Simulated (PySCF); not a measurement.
## Polarisability and C₆ of V (vanadium, neutral)

[Ar] 3d5, high-spin 6S determinant (an excited configuration). Calculation: PySCF 2.14, in x2c-TZVPPall with one added diffuse shell each of s, p, d, f type (7s6p5d3f1g, 80 functions); the spin-free X2C one-electron Hamiltonian (Gaussian nucleus). Coupled (time-dependent) response in atomic units; α is the mean over directions.

```csv
method,mean α (bohr³),C₆ (like pair),S(−4)
TPSSh,174.3,862.7,218100
LC-wPBE,106.8,467.3,83410
```

S(−4) is the Cauchy moment in α(ω) = α(0) + S(−4) ω² + …

α(iu) at LC-wPBE:

```json
{"u (hartree)": "0", "α(iu) (bohr³)": "106.8"}
{"u (hartree)": "0.0500", "α(iu) (bohr³)": "45.33"}
{"u (hartree)": "0.100", "α(iu) (bohr³)": "27.06"}
{"u (hartree)": "0.200", "α(iu) (bohr³)": "18.04"}
{"u (hartree)": "0.300", "α(iu) (bohr³)": "13.64"}
{"u (hartree)": "0.500", "α(iu) (bohr³)": "8.502"}
{"u (hartree)": "0.750", "α(iu) (bohr³)": "5.423"}
{"u (hartree)": "1.00", "α(iu) (bohr³)": "3.868"}
{"u (hartree)": "1.50", "α(iu) (bohr³)": "2.340"}
{"u (hartree)": "2.00", "α(iu) (bohr³)": "1.591"}
{"u (hartree)": "3.00", "α(iu) (bohr³)": "0.8761"}
{"u (hartree)": "5.00", "α(iu) (bohr³)": "0.3825"}
```

A single London oscillator, α(iu) = α/(1 + u²/ω²), gives C₆ = (3/4) ω α². Matching the computed C₆ needs ω = 4 × 467.3 / (3 × 106.8²) = 0.0546 hartree.
